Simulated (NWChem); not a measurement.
Polarisability of hydronium (H3O (+1))

```xyz
4

O      0.0000     0.0774     0.0000
H     -0.4720    -0.2067     0.8177
H     -0.4720    -0.2067    -0.8177
H      0.9443    -0.2062     0.0000
```
Charge +1, spin multiplicity 1.

The numbers come from NWChem runs, not from measurements. The geometry was optimised at B3LYP/def2-SVP, a minimum by its harmonic frequencies.

Basis set: aug-cc-pVDZ. Static limit.

The correlated methods keep 1 core orbital frozen. B3LYP has NWChem's definition, with VWN1-RPA local correlation. Coupled-cluster values serve here as a point of comparison, not as the truth.

Problem. For the isotropic polarisability, HF gives 6.24 bohr³ and BHandHLYP gives 6.44 bohr³. What do PBE, B3LYP, CCSD linear response give?

Solution. PBE: 6.77 bohr³; B3LYP: 6.64 bohr³; CCSD linear response: 6.66 bohr³.
